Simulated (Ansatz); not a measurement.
Several settings on one geometry of `OB(O)CCCCc1ccc2ccc3cccc4ccc1c2c34` (that of the charge 0 singlet, PBE-D4/def2-SVP). Ansatz on 2 threads of AMD EPYC 7R13 on a shared host and a share (18 GiB) of an NVIDIA H100 80GB HBM3; times are rough.

```
atom   x (Å)   y (Å)   z (Å)
  O1   6.384   0.069  -1.625
  B2   5.014   0.072  -1.771
  O3   4.333   0.974  -2.561
  C4   4.163  -0.994  -0.971
  C5   3.291  -0.344   0.120
  C6   2.466  -1.351   0.925
  C7   1.595  -0.715   2.030
  C8   0.499   0.185   1.505
  C9   0.703   1.577   1.465
 C10  -0.254   2.453   0.944
 C11  -1.476   1.967   0.437
 C12  -2.483   2.838  -0.105
 C13  -3.669   2.345  -0.589
 C14  -3.948   0.934  -0.570
 C15  -5.163   0.402  -1.059
 C16  -5.409  -0.977  -1.026
 C17  -4.451  -1.856  -0.508
 C18  -3.221  -1.372  -0.009
 C19  -2.214  -2.243   0.531
 C20  -1.025  -1.751   1.012
 C21  -0.726  -0.342   1.003
 C22  -1.720   0.552   0.468
 C23  -2.958   0.039  -0.035
 H24   6.842   0.763  -2.132
 H25   4.899   1.625  -3.011
 H26   4.836  -1.753  -0.520
 H27   3.503  -1.536  -1.684
 H28   2.615   0.404  -0.348
 H29   3.937   0.232   0.822
 H30   1.818  -1.930   0.229
 H31   3.150  -2.092   1.394
 H32   2.251  -0.123   2.702
 H33   1.162  -1.520   2.660
 H34   1.648   1.982   1.858
 H35  -0.060   3.537   0.928
 H36  -2.280   3.921  -0.124
 H37  -4.431   3.024  -1.001
 H38  -5.918   1.091  -1.468
 H39  -6.362  -1.371  -1.411
 H40  -4.646  -2.940  -0.483
 H41  -2.416  -3.325   0.556
 H42  -0.282  -2.452   1.419
```

Totals from different functionals, basis sets or treatments of relativity can't be compared as stabilities.

The 6-31G sets use Cartesian d functions. B3LYP takes the VWN-RPA correlation.

The spins typed aren't always the lowest for that charge.

(1) Give the basis size and estimate the energy, ⟨S²⟩ and time of these runs.

| run | method | charge | state | further keys |
| --- | --- | --- | --- | --- |
| 1 | UKS B3LYP-D3(BJ)/def2-SVPD | 0 | triplet | fitting: {mean_field: def2-universal-jkfit}; final_grid: {core_spheres: 20, valence_spheres: 16, degree: 47}; scf: {omitted_lower_state_checks: [starts]} |
| 2 | RKS revPBE-D3(BJ)/6-31G* | 0 | singlet | final_grid: {core_spheres: 5, valence_spheres: 4, degree: 11}; scf: {omitted_lower_state_checks: [starts]} |
| 3 | RKS ωB97X/def2-mTZVP | 0 | singlet | fitting: {mean_field: def2-universal-jkfit}; forces asked |
| 4 | ROKS B97M-V/6-31G* | -1 | doublet | final_grid: {core_spheres: 5, valence_spheres: 4, degree: 11}; scf: {lower_state_search: light} |

Answers

(1) 
```
run  functions  energy (Eh)  ⟨S²⟩  wall time
  1        618    -948.4261  2.03      7.5 s
  2        383    -948.8870     –      2.7 s
  3        504    -949.0444     –      8.5 s
  4        383    -949.0460     –       11 s
```

The highest occupied level of an anion often lies above zero with these methods, and sets without diffuse functions describe the outer electron poorly.
